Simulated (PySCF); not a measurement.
Al(Me)(OH)2(OH2), CH7AlO3, singlet (PBE0/def2-SVP optimised geometry):

```
12

Al    -0.760    -0.990     0.000
C     -1.605    -1.964     1.469
H     -2.701    -2.004     1.352
H     -1.404    -1.504     2.450
H     -1.253    -3.008     1.514
O     -0.714     0.750     0.000
H     -1.352     1.333     0.411
O     -0.611    -1.725    -1.575
H     -1.308    -2.078    -2.126
O      1.227    -0.990     0.000
H      1.352    -0.026    -0.061
H      1.308    -1.333    -0.911
```

Method: PBE0/def2-TZVP in PySCF 2.14.0.

Question: What are the frontier orbital energies and the dipole moment?

Answer: HOMO-2 -8.78 eV, HOMO-1 -8.12 eV, HOMO -7.62 eV, LUMO 0.28 eV, LUMO+1 1.18 eV; dipole moment 0.73 D.

On the same geometry PBE/def2-TZVP (PySCF) gives HOMO-2 -7.07 eV, HOMO-1 -6.41 eV, HOMO -6.20 eV, LUMO -0.59 eV, LUMO+1 0.35 eV; dipole moment 0.76 D.

Meta-Löwdin charges at PBE0/def2-TZVP: Al1 1.10, C2 -0.69, H3 0.12, H4 0.12, H5 0.13, O6 -0.83, H7 0.34, O8 -0.83, H9 0.34, O10 -0.58, H11 0.38, H12 0.39.
